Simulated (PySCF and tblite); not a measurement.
The numbers below are computed, except where a source is named.
**Conformer ensemble of C₃H₇BrSi₂, numbered as in [CH:1]#[C:2][C@H:3]([SiH3:4])[SiH2:5][Br:6]**

Geometries GFN2-xTB; weights from PBE0-D3(BJ)/def2-SVP (IEF-PCM, acetonitrile) energies and GFN2-xTB thermal corrections, with symmetry numbers and mirror pairs. Conformers within 2.5 kcal/mol (GFN2-xTB free energy) were kept, 4 at most. GIAO shieldings: wB97X-D/pcSseg-1 (IEF-PCM, acetonitrile). Shifts are against TMS (¹H), TMS (¹³C), TMS (²⁹Si) at the same level; of two unlike H on one atom, a is the less shielded. Run with PySCF (density fitting) and tblite.

Torsions listed: Si4–C3–Si5–Br6.

```csv
conformer,shape,symmetry,E(GFN2) kcal/mol,E(DFT) kcal/mol,G(298.15 K) kcal/mol,weight %,dipole D
1,65°,C1,0.00,0.05,0.00,37.1,1.57
2,-59°,C1,0.47,0.00,0.04,34.5,2.59
3,176°,C1,1.11,0.29,0.16,28.4,2.52
```

Weights (%) against temperature:

| T (K) | 1 | 2 | 3 | S(mix) cal/mol/K |
| --- | --- | --- | --- | --- |
| 250 | 37.8 | 35.5 | 26.7 | 2.16 |
| 298.15 | 37.1 | 34.5 | 28.4 | 2.17 |
| 350 | 36.6 | 33.7 | 29.8 | 2.18 |

Averaged shifts at 298.15 K. ¹H: 5.29 (H5a, 1H), 5.27 (H5b, 1H), 4.08 (H4, 3H), 1.91 (H3, 1H), 1.87 (H1, 1H) ppm. ¹³C: 88.4 (C2), 76.5 (C1), 0.6 (C3) ppm. ²⁹Si: -9.0 (Si5), -63.5 (Si4) ppm.

Coordinates of conformer 1 (Å):

```xyz
13

C     0.657    2.550    0.084
C     0.406    1.416   -0.206
C     0.117    0.038   -0.508
Si   -1.755   -0.297   -0.219
Si    1.287   -1.054    0.514
Br    0.998   -3.153   -0.159
H     0.868    3.552    0.311
H     0.327   -0.131   -1.571
H    -2.035   -0.049    1.196
H    -2.502    0.628   -1.068
H    -2.034   -1.687   -0.575
H     2.690   -0.764    0.249
H     0.971   -1.050    1.934
```

Spin–orbit effects of the heavy atoms on shieldings are missing. At a carbon that bears Br the missing effect is some 10 ppm, beside I tens of ppm. Unscaled ²⁹Si shifts at such levels can be off by tens of ppm; differences between conformers or isomers are more reliable. Shifts are unscaled: against experiment ¹³C can be off by 15 ppm or more and ¹H by 0.8 ppm.

Search and properties took 2 min on 1 thread of Arm Neoverse V1, on a host shared with other jobs (rough), launched as `OMP_NUM_THREADS=1 python ens_run.py task.json out`.


Conformer gaps in def2-SVP on xTB geometries can be 2 kcal/mol too large for S=O, P=O and other polar bonds.